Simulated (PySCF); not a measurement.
Compound: C2H9BNOSi (charge -1).
Structure used (PBE0-D3(BJ)/def2-SVP), in Å, numbered top down from 1:
```xyz
15
C2H9BNOSi angstrom
C     -1.991    1.277   -0.266
C     -1.714   -0.028   -0.401
B     -0.266   -0.693   -0.677
N      0.035   -1.732    0.406
O      0.783    0.419   -0.757
Si     1.955    0.581    0.347
H     -1.186    2.018   -0.351
H     -3.003    1.668   -0.082
H     -2.566   -0.724   -0.310
H     -0.279   -1.268   -1.790
H      0.918   -2.219    0.274
H      0.031   -1.354    1.353
H      1.528    0.759    1.787
H      2.998   -0.515    0.391
H      2.748    1.827    0.034
```

The closed-shell ground state was solved at several levels (PySCF, density fitting, gas phase, non-relativistic). No diffuse functions stand in pcSseg-1 and pcSseg-2, which bears on an anion's orbital energies.

| level | basis functions | total energy (Eh) | HOMO (eV) | LUMO (eV) | gap (eV) |
| --- | --- | --- | --- | --- | --- |
| KT3/pcSseg-2 | 349 | -532.0363 | -0.80 | 3.48 | 4.28 |
| CAM-B3LYP/def2-SVPD | 199 | -525.6977 | -3.49 | 4.56 | 8.05 |

(1) What might PBE0/pcSseg-1 (154 basis functions) give for the same quantities?

(2) Over all these levels, which gives the widest orbital gap and which the narrowest?

Results:

(1) Total energy -525.6094 Eh, HOMO -1.92 eV, LUMO 4.89 eV, gap 6.81 eV.

(2) CAM-B3LYP/def2-SVPD (range-separated hybrid) has the widest, 8.05 eV, and KT3/pcSseg-2 (GGA) the narrowest, 4.28 eV. Functional and basis both differ between the two, so the spread mixes both effects.

One conformer stands for the species.
